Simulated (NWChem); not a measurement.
Species: SiO2 anion, doublet

```xyz
3

O     -1.4759     0.0000    -0.2647
Si     0.0000     0.0000     0.3025
O      1.4759     0.0000    -0.2647
```
Atoms are numbered in this order, from 1.

Computed with NWChem. Spin-unrestricted. In the optimisation the excess spin sits in a1 (C2v, its own frame). Sets without diffuse functions describe the anion's extra electron poorly. All runs use the structure optimised with B3LYP/def2-SVPD, spin-unrestricted. No stability test was run on the SCF state. The highest occupied level is positive in some or all of these runs, so the extra electron may be held by the finite basis. Level TPSS/def2-SVP: energy and gradient; each run changes one setting, and changes count from the defaults (medium grid, exact Coulomb integrals, symmetry on).

```
setting                              size of the energy change (μHa)  largest change of a gradient component (μHa/bohr)
-----------------------------------  -------------------------------  -------------------------------------------------
defaults                                                        < 10                                               < 30
tight SCF thresholds and tolerances                             < 10                                               < 30
extra-fine grid                                                 < 10                                                 40
coarse grid                                                      100                                                100
Coulomb fitting, Weigend set                                     100                                               < 30
```
